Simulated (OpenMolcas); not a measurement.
Ne⁵⁺: effect of the IPEA shift

```json
{
  "Program": "OpenMolcas 26.06",
  "Basis": "ANO-RCC-VTZP [4s3p2d1f]",
  "Scalar Hamiltonian": "DKH2, point nucleus",
  "Active space": "3 electrons in 8 orbitals (2s 2p 3s 3p)",
  "State averaging": "2S+1 = 4 odd, 1 root; 2S+1 = 2 odd, 3 roots; 2S+1 = 4 even, 3 roots; 2S+1 = 2 even, 9 roots",
  "Spin-orbit coupling": "RASSI with atomic mean-field integrals over the reference wave functions, term energies averaged over their components"
}
```

Methods on the same reference wave functions:
A. CASSCF
B. SS-CASPT2, IPEA 0 Eh, imaginary shift 0.1 Eh (closed shells correlated: 1s)
C. SS-CASPT2, IPEA 0.25 Eh, imaginary shift 0.1 Eh (closed shells correlated: 1s)

Energies in cm-1 above 2s2 2p 2P* 1/2, the measured ground level; measured values from NIST levels in Podobedova, Fuhr, Reader and Wiese, J. Phys. Chem. Ref. Data 33, 525 (2004).

```
         Level       A       B       C  Measured
2s2 2p 2P* 1/2     0.0     0.0     0.0       0.0
2s2 2p 2P* 3/2    1292    1292    1292      1310
 2s 2p2 4P 1/2   95822   99660   99610          
 2s 2p2 4P 3/2   96267  100110  100060          
 2s 2p2 4P 5/2   96997  100840  100790          
 2s 2p2 2D 3/2  185125  179650  179720    179021
 2s 2p2 2D 5/2  185138  179660  179730    178992
 2s 2p2 2S 1/2  232980  232060  232020    230853
 2s 2p2 2P 1/2  260251  250730  250920    249292
 2s 2p2 2P 3/2  261121  251590  251780    250112
```

Deviations, from unrounded energies. A percentage is the sum of absolute deviations over the sum of measured energies, with the sign that they share, or ± where signs differ.

| Against measurement | Levels | A | B | C |
| --- | --- | --- | --- | --- |
| mean absolute deviation (cm-1) | 6 | 6100 | 910 | 990 |
| fine structure of the ground term (%) | 1 | -1.4 | -1.4 | -1.4 |
| other configurations (%) | 5 | +3.3 | +0.5 | +0.5 |

B lies closest to measurement on these levels and A furthest from it. The largest miss of B in the table is 2s 2p2 2P 3/2, by +1500 cm-1. The ranking rests on the paired levels alone, and a cruder setting can come out closer through cancelling errors.

Between B and C the level of the table that moves most is 2s 2p2 2P 3/2, by 190 cm-1 (lowest in B, highest in C). Moves below CASPT2's spread within the term are not significant.

The lowest spin-free term lies below A's lowest term by 0.037 hartree in B, 0.037 hartree in C.

Term energies are means over components that CASPT2 splits; among the terms shown or strongly mixed into the levels shown the widest spread is 11 cm-1 (2s 2p2 2P, C). Active for correlation alone: 3p 3s; no level in the range computed is led by a configuration that fills them, so any true level of that kind is missing. Measured partners are found by configuration, term and J. A level has none where our copy of the source lacks it or the pairing is in doubt (some pairs that miss far off the trend of their configuration count as doubtful), and it then counts in no deviation. Levels of configurations outside the active space are missing. Levels that lie high or do not pair safely by name in every column are left out.

* marks odd parity.
